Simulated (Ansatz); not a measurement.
Two shapes of triplet B₃N₃H₆.

Shape 1:

```xyz
12

B    -0.8063   -0.9819    0.6899
N     0.2357   -0.2739    1.3606
B     1.0483    0.7006    0.7073
N     0.7851    0.9561   -0.6718
B    -0.2421    0.2813   -1.3973
N    -1.0208   -0.6822   -0.6888
H    -1.4810   -1.8035    1.2673
H     0.4050   -0.4707    2.3381
H     1.9256    1.2869    1.2993
H     1.3491    1.6429   -1.1545
H    -0.4446    0.5167   -2.5666
H    -1.7542   -1.1723   -1.1836
```

Shape 2:

```xyz
12

B    -1.4415    0.1062   -0.0670
N    -0.6468    1.1700    0.4560
B     0.7749    1.0860    0.5461
N     1.3998   -0.1082    0.0776
B     0.6536   -1.2023   -0.4538
N    -0.7659   -1.0691   -0.5134
H    -2.6389    0.1965   -0.1259
H    -1.1006    2.0005    0.7744
H     1.4239    1.9886    1.0053
H     2.3941   -0.1822    0.1297
H     1.2017   -2.2030   -0.8329
H    -1.3045   -1.8261   -0.8789
```

Basis set: def2-SVP (spherical functions). Frozen core: 6 orbitals. Charge 0, multiplicity 3.

Computed with Ansatz (development build ahead of 0.2.0); each method stands on the lowest determinant of its kind that the runs found.

Question: Which shape is lower in energy, and by how much in each method?

Answer:

| method | E(2) − E(1) (eV) |
| --- | --- |
| UHF | 0.000 |
| UHF-MP2 | 0.030 |

Shape 1 is lower, bar methods that put the two within 0.005 eV. Caution: another spin multiplicity may lie lower; the determinant breaks the point group.
